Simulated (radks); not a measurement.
The numbers below are computed, except where a source is named.
The krypton ion Kr+ inside a hard spherical wall (all orbitals vanish at R), configuration held at [Ar] 3d10 4s2 4p5 and not refilled when levels cross. Code: a radial shooting solver on a logarithmic mesh with Libxc functionals. Model: scalar-relativistic Kohn-Sham, PBE, spin-polarised, spherical densities, point nucleus; open shells are filled with parallel spins first. Eigenvalues in eV for spin up, with the zero of energy where the potential of the charges vanishes at infinity; a dash marks a level that is unbound or too diffuse for the functional's potential to be trusted. A positive occupied level is held by the wall or, in an anion where self-interaction has pushed it up, behind a barrier. The pressure on the wall is -dE/dV.

R (bohr) = free: E (hartree) -2789.74816; kinetic (hartree) 2853.614; e(3p) -207.13; e(3d) -93.340; e(4s) -34.399; e(4p) -19.953; e(5s, empty) -; e(4d, empty) -; pressure (GPa) 0
R (bohr) = 20: E (hartree) -2789.74816; kinetic (hartree) 2853.614; e(3p) -207.13; e(3d) -93.340; e(4s) -34.399; e(4p) -19.953; e(5s, empty) -; e(4d, empty) -; pressure (GPa) < 0.0001
R (bohr) = 15: E (hartree) -2789.74816; kinetic (hartree) 2853.614; e(3p) -207.13; e(3d) -93.340; e(4s) -34.399; e(4p) -19.953; e(5s, empty) -; e(4d, empty) -; pressure (GPa) < 0.0001
R (bohr) = 12: E (hartree) -2789.74816; kinetic (hartree) 2853.614; e(3p) -207.13; e(3d) -93.340; e(4s) -34.399; e(4p) -19.953; e(5s, empty) -5.914; e(4d, empty) -3.857; pressure (GPa) < 0.0001
R (bohr) = 7: E (hartree) -2789.74796; kinetic (hartree) 2853.617; e(3p) -207.12; e(3d) -93.327; e(4s) -34.388; e(4p) -19.943; e(5s, empty) -5.130; e(4d, empty) -3.425; pressure (GPa) 0.0212
R (bohr) = 6: E (hartree) -2789.74642; kinetic (hartree) 2853.635; e(3p) -207.04; e(3d) -93.253; e(4s) -34.331; e(4p) -19.885; e(5s, empty) -3.902; e(4d, empty) -2.885; pressure (GPa) 0.239
R (bohr) = 3.5: E (hartree) -2789.44251; kinetic (hartree) 2855.510; e(3p) -202.05; e(3d) -88.309; e(4s) -30.666; e(4p) -15.631; e(5s, empty) 20.063; e(4d, empty) 6.473; pressure (GPa) 121
R (bohr) = 3: E (hartree) -2788.88234; kinetic (hartree) 2858.212; e(3p) -196.75; e(3d) -83.068; e(4s) -26.365; e(4p) -10.395; e(5s, empty) 41.604; e(4d, empty) 14.852; pressure (GPa) 474
R (bohr) = 2.5: E (hartree) -2787.22164; kinetic (hartree) 2864.937; e(3p) -186.55; e(3d) -73.027; e(4s) -16.353; e(4p) 1.738; e(5s, empty) 86.015; e(4d, empty) 32.223; pressure (GPa) 2070
R (bohr) = 1.5: E (hartree) -2761.18279; kinetic (hartree) 2946.755; e(3p) -122.10; e(3d) -7.536; e(4s) 100.68; e(4p) 132.00; e(5s, empty) 460.65; e(4d, empty) 180.98; pressure (GPa) 84100
